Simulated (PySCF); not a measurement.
## Trend along the third period: MK molecules

HF with double-zeta basis sets in PySCF, for the lowest determinant that a PBE0 search found; no spin–orbit coupling. De refers to high-spin ground-configuration atoms. A positive dipole means M(−)K(+).

```json
{"M": "Al", "basis": "pcseg-1", "reference": "UHF", "state (unpaired electrons)": "triplet (σ ↑, π ↑)", "Re (Å)": "3.510", "ωe (cm⁻¹)": "133", "De (eV)": "0.23", "μ (D)": "9.28"}
{"M": "Si", "basis": "x2c-SVPall", "reference": "UHF", "state (unpaired electrons)": "quartet (σ ↑, π ↑↑)", "Re (Å)": "3.135", "ωe (cm⁻¹)": "203", "De (eV)": "1.05", "μ (D)": "10.93"}
{"M": "P", "basis": "aug-pcseg-1", "reference": "UHF", "state (unpaired electrons)": "triplet (π ↑↑)", "Re (Å)": "3.122", "ωe (cm⁻¹)": "208", "De (eV)": "0.35", "μ (D)": "11.33"}
{"M": "S", "basis": "x2c-SVPall", "reference": "UHF", "state (unpaired electrons)": "doublet (π ↑)", "Re (Å)": "2.880", "ωe (cm⁻¹)": "254", "De (eV)": "1.40", "μ (D)": "10.72"}
{"M": "Cl", "basis": "def2-SVP", "reference": "RHF", "state (unpaired electrons)": "singlet (closed shell)", "Re (Å)": "2.710", "ωe (cm⁻¹)": "289", "De (eV)": "3.08", "μ (D)": "10.46"}
```

**Question.** By what factor does the well depth vary along the series?

**Answer.** At HF it runs from 0.23 eV (KAl) to 3.08 eV (KCl), a factor of 13.4.

The rows differ in basis set, which adds steps of its own.

The state changes along the series, so neighbouring rows are not always alike in their bonding.

Where the molecule has an RHF reference, its open-shell atoms are computed with UHF. Hartree–Fock leaves out correlation, which carries a large part of most bond energies and some tenths to 1 eV of ionisation energies. States were picked by a PBE0 search and need not be the measured ground states.
